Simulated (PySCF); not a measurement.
Be2H2, SMILES [BeH][BeH]. Heavy atoms are numbered as in [BeH:2][BeH:3]. Hydrogens are named by the atom that carries them.

Geometry optimised at PBE0-D3(BJ)/def2-TZVPD.

Computed with PBE/pcSseg-2 run with PySCF.

GIAO shieldings, no solvent; atoms alike by connectivity are averaged. δ = σ(ref) − σ: ¹H against TMS (σ = 31.47 ppm), references at their B3LYP-D3(BJ)/def2-TZVP geometries, non-relativistic.

```json
[
 {"nucleus": "¹H", "atoms": "H on Be2", "count": "2", "δ (ppm)": "3.34"}
]
```
